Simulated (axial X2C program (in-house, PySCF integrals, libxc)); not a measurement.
Which molecule has these constants?

All values come from calculations with an in-house relativistic program for diatomic molecules, spin-free (one-electron X2C) or two-component (2c: spin–orbit coupling with atomic mean-field Coulomb and Gaunt terms, which also bring small scalar terms), in Dyall basis sets with cores contracted in-house; open shells are unrestricted.

A two-component PBE0 calculation in a Dyall 3-zeta basis gave Re = 1.862 Å, ωe = 818.0 cm⁻¹, De = 3.56 eV, Ω = 2.

Task: Which molecule is it?
A. AlSi⁻
B. SiB⁻
C. GaSi⁻

Result: B. The others have GaSi⁻ 2.428 Å and 318.2 cm⁻¹ (Ω = 1); AlSi⁻ 2.436 Å and 395.0 cm⁻¹ (Ω = 1).

Each entry is the lowest single determinant of a limited PBE0 search at one distance. De goes to single-determinant-based atoms at the same level (for ions the charge split of lowest energy) and is withheld (n/a) where an atom does not fit its ground term or J level. Main or longest-lived isotopes. One determinant is a doubtful description, or other states lie close, for SiB⁻, GaSi⁻, AlSi⁻; these need not be ground states, and all values refer to the states named. Some open-shell Ω = 0 determinants are out of reach, so the Ω given for SiB⁻, GaSi⁻, AlSi⁻ need not be the lowest component. With several unpaired electrons the Ω given is that of one determinant, not necessarily of the lowest component. Some light 2c atoms are not at their ground J level, so De misses part of their lowering (0.04 eV or less). The functionals have no current term, which raises determinants with orbital currents.
